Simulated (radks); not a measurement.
Problem. Coulomb parameter of the 5d shell of the mercury ion Hg3+ in the model configuration [Xe] 4f14 5d7.5 6p1.5, as a second difference U = [E(n + 0.5) + E(n - 0.5) - 2 E(n)] / (0.5)^2 with all orbitals relaxed. "Bare": the charge of the atom changes with n. "Screened": the 6p shell takes up the change at fixed total charge, which measures U(5d,5d) + U(6p,6p) - 2 U(5d,6p). Calculated with a radial shooting solver on a logarithmic mesh with Libxc functionals: scalar-relativistic Kohn-Sham, PBE, spin-unpolarised, spherical densities, finite nucleus; Fermi nuclear charge, rms radius 5.4648 fm. Estimate both.

Solution. U(bare) = 14.437 eV, U(screened by 6p) = 2.644 eV, against the Slater integral F0(5d,5d) = 18.362 eV with frozen orbitals.
